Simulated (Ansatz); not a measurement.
The cluster W3N3⁻. The state is a triplet with charge -1. Geometry r2SCAN-D4/def2-SVP, that of the neutral doublet; atoms count from 1.

```xyz
6

W    -1.3718   -0.1559   -0.7771
W     0.1353   -0.8501    1.1832
W     0.5382    1.3696    0.0585
N    -0.0757    0.7859   -1.6817
N    -0.5033   -1.7419   -0.4067
N     1.2772    0.5924    1.6238
```

In the def2 sets W takes a core potential; there is no spin–orbit coupling. The charge -1 triplet is spin-contaminated (final ⟨S²⟩ up to 2.42, 2.00 for a pure state). The structure comes from a short search, and lower isomers may exist.

Q: Estimate the Mulliken populations from the PBE0/def2-TZVPD orbitals of Ansatz.

A: 
| atom | charge (e) | spin (α − β) | d electrons |
| --- | --- | --- | --- |
| W1 | 0.25 | 0.46 | 4.01 |
| W2 | 0.28 | 0.71 | 4.12 |
| W3 | 0.28 | 0.73 | 4.12 |
| N4 | -0.60 | 0.06 | – |
| N5 | -0.60 | 0.07 | – |
| N6 | -0.61 | -0.04 | – |
Mulliken values and Mayer orders depend strongly on the basis. With diffuse functions, as here, like atoms can get unlike values, and bond orders can come out too low or too high.

Q: Where does the spin sit?

A: Summed by element: W 1.90, N 0.10, of 2 unpaired in all. Largest on single atoms: W3 0.73, W2 0.71, W1 0.46.

Q: And the Mayer bond orders between bonded heavy atoms (over 0.3)?

A: W1–W2 1.42 (2.57 Å); W1–W3 1.39 (2.58 Å); W1–N4 1.55 (1.84 Å); W1–N5 1.54 (1.85 Å); W2–W3 1.27 (2.52 Å); W2–N5 1.14 (1.93 Å); W2–N6 1.33 (1.89 Å); W3–N4 1.13 (1.94 Å); W3–N6 1.33 (1.90 Å).
